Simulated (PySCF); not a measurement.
Compound: BBrH5N.
Bonds: N1–B2, B2–Br3. Hydrogens: H4, H5, H6 on N1; H7, H8 on B2.

Method: PySCF 2.14.0, PBE0-D3(BJ)/def2-SVP geometry optimisation, gas phase.

**Question.** Give the optimised bond lengths and angles.

**Answer.** 
| bond | length (pm) |
| --- | --- |
| N1–B2 | 161.6 |
| B2–Br3 | 202.3 |
| N1–H4, N1–H5, N1–H6 | 102.2 |
| B2–H7, B2–H8 | 121.5 |

Bonds in one row agree within 1 pm and their mean is given. A selection of angles:
| angle | degrees |
| --- | --- |
| B2–N1–H4 | 110.3 |
| B2–N1–H5 | 111.6 |
| H4–N1–H5 | 108.8 |
| H4–N1–H6 | 107.2 |
| N1–B2–Br3 | 103.4 |
| N1–B2–H7 | 106.9 |
| Br3–B2–H7 | 111.4 |
| H7–B2–H8 | 115.7 |

B2 (four-coordinate boron) is distorted tetrahedral (angles from 103.4° to 115.7°). N1 (nitrogen bonded to B and 3 H) is tetrahedral (angles from 107.2° to 111.6°).

Point group: Cs (tolerance 0.08 Å). No PBE0-D3(BJ)/def2-SVP frequencies stand behind this structure, so it isn't proved a minimum.
